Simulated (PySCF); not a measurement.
A structure optimised at PBE-D3(BJ)/def2-TZVP, used in a PySCF frequency run:

```
Hg
F 1 1.9403
F 1 1.9403 2 180.00
```

Problem. Write its SMILES, formula and point group.

Solution. [F][Hg][F], F2Hg, D∞h

Problem. What are its rotational constants (standard atomic weights)?

Solution. 3.5328 GHz (linear rotor, B only)
